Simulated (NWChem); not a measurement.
System: C2H7B; SMILES BCC

The following NWChem deck was run.

```
start job
memory heap 200 mb stack 900 mb global 1100 mb
geometry units angstroms noautosym nocenter noautoz
  B     -0.276465    -1.433476    -0.010825
  H      0.289713    -2.478522     0.225417
  H     -1.440770    -1.474763    -0.348749
  C      0.512154    -0.095326     0.027354
  C     -0.255781     1.220062     0.019260
  H      1.100316    -0.205291    -0.916293
  H      1.297563    -0.114406     0.803561
  H     -0.807286     1.362915     0.961762
  H     -0.997885     1.246012    -0.793761
  H      0.406094     2.091372    -0.105093
end
basis spherical
  * library pcsseg-1
end
dft
  xc pbe0
  iterations 150
end
property
  shielding
end
task dft property
```

NWChem printed, in part:

```
             Northwest Computational Chemistry Package (NWChem) 7.3.0
             --------------------------------------------------------

                             Geometry "geometry" -> ""
                             -------------------------

 Output coordinates in angstroms (scale by  1.889725989 to convert to a.u.)

  No.       Tag          Charge          X              Y              Z
 ---- ---------------- ---------- -------------- -------------- --------------
    1 B                    5.0000    -0.27646500    -1.43347600    -0.01082500
    2 H                    1.0000     0.28971300    -2.47852200     0.22541700
    3 H                    1.0000    -1.44077000    -1.47476300    -0.34874900
    4 C                    6.0000     0.51215400    -0.09532600     0.02735400
    5 C                    6.0000    -0.25578100     1.22006200     0.01926000
    6 H                    1.0000     1.10031600    -0.20529100    -0.91629300
    7 H                    1.0000     1.29756300    -0.11440600     0.80356100
    8 H                    1.0000    -0.80728600     1.36291500     0.96176200
    9 H                    1.0000    -0.99788500     1.24601200    -0.79376100
   10 H                    1.0000     0.40609400     2.09137200    -0.10509300

 Effective nuclear repulsion energy (a.u.)      68.5074953238

                              NWChem Property Module
                              ----------------------

  itol2e modified to match energy
  convergence criterion.

                                 NWChem DFT Module
                                 -----------------

 Summary of "ao basis" -> "ao basis" (spherical)
 ------------------------------------------------------------------------------
       Tag                 Description            Shells   Functions and Types
 ---------------- ------------------------------  ------  ---------------------
 B                          pcsseg-1                 7       17   3s3p1d
 H                          pcsseg-1                 3        5   2s1p
 C                          pcsseg-1                 7       17   3s3p1d

  itol2e modified to match energy
  convergence criterion.

            General Information
            -------------------
          SCF calculation type: DFT
          Wavefunction type:  closed shell.
          No. of atoms     :    10
          No. of electrons :    24
           Alpha electrons :    12
            Beta electrons :    12
          Charge           :     0
          Spin multiplicity:     1
          Use of symmetry is: off; symmetry adaption is: off
          Maximum number of iterations: 150
          AO basis - number of functions:    86
                     number of shells:    42
          Convergence on energy requested:  1.00D-07
          Convergence on density requested:  1.00D-05
          Convergence on gradient requested:  5.00D-04

              XC Information
              --------------
                         PBE0 Method XC Functional
                     Hartree-Fock (Exact) Exchange  0.250
          PerdewBurkeErnzerhof Exchange Functional  0.750
            Perdew 1991 LDA Correlation Functional  1.000 local
           PerdewBurkeErnz. Correlation Functional  1.000 non-local

             Grid Information
             ----------------
          Grid used for XC integration:  fine
          Radial quadrature: Mura-Knowles
          Angular quadrature: Lebedev.
          Tag              B.-S. Rad. Rad. Pts. Rad. Cut. Ang. Pts.
          ---              ---------- --------- --------- ---------
          B                   0.85       70          11.0       590
          H                   0.35       60          12.0       590
          C                   0.70       70          11.0       590
          Grid pruning is: on
          Number of quadrature shells:   630
          Spatial weights used:  Erf1

      Superposition of Atomic Density Guess
      -------------------------------------

 Sum of atomic energies:        -103.32040286

[...]

          -----------------------------------------
          Chemical Shielding Tensors (GIAO, in ppm)
          -----------------------------------------

                                NWChem CPHF Module
                                ------------------

  scftype          =     RHF
  nclosed          =       12
  nopen            =        0
  variables        =      888
  # of vectors     =        3
  tolerance        = 0.10D-03
  level shift      = 0.00D+00
  max iterations   =       50
  max subspace     =       30

 SCF residual:    1.6801028850664937E-005

Iterative solution of linear equations
  No. of variables      888
  No. of equations        3
  Maximum subspace       30
        Iterations       50
       Convergence  1.0D-04

   iter   nsub   residual    time
   ----  ------  --------  ---------
     1      3    6.11D-01      38.2
     2      6    3.46D-02      41.1
     3      9    1.33D-03      43.7
     4     12    4.84D-05      46.1

      Atom:    1  B
        Diamagnetic
    191.9090      6.5033      0.7815
      6.5033    201.2066      0.1837
      0.7815      0.1837    185.9654

        Paramagnetic
   -229.6671     11.6653    -49.0159
     11.6653   -239.0113     14.8251
    -49.0159     14.8251    -79.7040

        Total Shielding Tensor
    -37.7581     18.1686    -48.2345
     18.1686    -37.8047     15.0088
    -48.2345     15.0088    106.2614

           isotropic =      10.2329
          anisotropy =     166.8250

          Principal Components and Axis System
                 1           2           3
              121.4495    -68.2049    -22.5460

      1        -0.2834      0.7658      0.5772
      2         0.0579     -0.5872      0.8074
      3         0.9573      0.2622      0.1221

      Atom:    2  H
        Diamagnetic
     25.8556     -2.8076      0.4503
     -2.8076     35.2954     -1.7015
      0.4503     -1.7015     25.3303

        Paramagnetic
     -3.4755      7.2909     -1.9645
      7.2909    -13.6888      3.1955
     -1.9645      3.1955      1.3299

        Total Shielding Tensor
     22.3800      4.4833     -1.5142
      4.4833     21.6066      1.4940
     -1.5142      1.4940     26.6602

           isotropic =      23.5489
          anisotropy =       5.3941

          Principal Components and Axis System
                 1           2           3
               27.1450     26.4770     17.0249

      1        -0.2588      0.7034     -0.6620
      2         0.0507      0.6943      0.7179
      3         0.9646      0.1523     -0.2153

      Atom:    3  H
        Diamagnetic
     33.8572      2.8956      2.3814
      2.8956     26.7947      0.7071
      2.3814      0.7071     25.2429

        Paramagnetic
    -16.2774     -0.9087     -5.3914
     -0.9087      0.0690      0.0225
     -5.3914      0.0225      1.1117

        Total Shielding Tensor
     17.5798      1.9869     -3.0100
      1.9869     26.8637      0.7296
     -3.0100      0.7296     26.3546

           isotropic =      23.5994
          anisotropy =       5.6893

          Principal Components and Axis System
                 1           2           3
               27.3922     27.1794     16.2265

      1        -0.0823      0.3416      0.9363
      2         0.6872      0.6999     -0.1949
      3         0.7218     -0.6273      0.2923

      Atom:    4  C
        Diamagnetic
    249.9463     -2.5610     -0.0488
     -2.5610    260.0258      0.2342
     -0.0488      0.2342    246.0169

        Paramagnetic
   -126.2107     12.0185    -14.2137
     12.0185   -102.7897      8.2212
    -14.2137      8.2212    -68.6299

        Total Shielding Tensor
    123.7356      9.4574    -14.2625
      9.4574    157.2360      8.4554
    -14.2625      8.4554    177.3869

           isotropic =     152.7862
          anisotropy =      44.4987

          Principal Components and Axis System
                 1           2           3
              182.4520    158.9003    117.0062

      1        -0.1910      0.3219      0.9273
      2         0.2469      0.9301     -0.2720
      3         0.9500     -0.1770      0.2571

      Atom:    5  C
        Diamagnetic
    247.5973     -6.7330     -0.0293
     -6.7330    255.4553      0.1543
     -0.0293      0.1543    243.4851

        Paramagnetic
    -75.4856      1.5811      5.3280
      1.5811    -73.2170      1.1911
      5.3280      1.1911    -85.4978

        Total Shielding Tensor
    172.1117     -5.1520      5.2987
     -5.1520    182.2384      1.3455
      5.2987      1.3455    157.9873

           isotropic =     170.7791
          anisotropy =      20.4694

          Principal Components and Axis System
                 1           2           3
              184.4254    172.0260    155.8860

      1        -0.3978      0.8517     -0.3410
      2         0.9169      0.3825     -0.1143
      3        -0.0331      0.3581      0.9331

      Atom:    6  H
        Diamagnetic
     29.6493     -1.1699     -7.5778
     -1.1699     26.7240      1.2798
     -7.5778      1.2798     33.4406

        Paramagnetic
      0.9936     -2.5921      3.8214
     -2.5921      1.7399     -0.8402
      3.8214     -0.8402     -1.1413

        Total Shielding Tensor
     30.6429     -3.7619     -3.7564
     -3.7619     28.4638      0.4396
     -3.7564      0.4396     32.2993

           isotropic =      30.4687
          anisotropy =       8.8182

          Principal Components and Axis System
                 1           2           3
               36.3475     30.0265     25.0321

      1         0.6660      0.3444      0.6617
      2        -0.3544     -0.6345      0.6869
      3        -0.6564      0.6919      0.3005

      Atom:    7  H
        Diamagnetic
     33.1762     -0.8783      7.9990
     -0.8783     26.4741     -0.3881
      7.9990     -0.3881     30.6684

        Paramagnetic
     -3.8840     -1.9632     -4.1691
     -1.9632      2.0332     -0.1374
     -4.1691     -0.1374     -1.8316

[...]
```

Level: PBE0/pcSseg-1, GIAO. Structure relaxed at the PBE0/def2-SVP level. The printed shielding anisotropy is the first printed principal value minus the mean of the other two.
